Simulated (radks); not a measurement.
Values are calculated unless marked as measured or tabulated.
Charge is removed step by step from the 4s down level of Cd12+, starting from [Ar] 3d10 4s(up 1, down 1) 4p6. Code: a radial shooting solver on a logarithmic mesh with Libxc functionals. Model: scalar-relativistic Kohn-Sham, PBE, spin-polarised, spherical densities, finite nucleus; Fermi nuclear charge, rms radius 4.6087 fm.

removed (e)  E - E(0) (eV)  eigenvalue (eV)  E minus straight line (eV)
0                    0.000          -338.84                       0.000
0.25                85.505          -345.38                      -2.456
0.5                 172.65          -351.93                      -3.276
0.75                261.42          -358.49                      -2.458
1                   351.84          -365.05                       0.000

Removing the whole electron costs 351.84 eV by Delta-SCF, against 338.84 eV from minus the eigenvalue at the starting occupation. Slater's transition state (half an electron removed) gives 351.93 eV. Integrating minus the eigenvalue over the occupation (Janak's theorem) gives 351.93 eV. In this scalar-relativistic scheme the density is built from large components alone, so the theorem holds only approximately. The mean slope of the eigenvalue, de/dn, is 26.2 eV per electron.
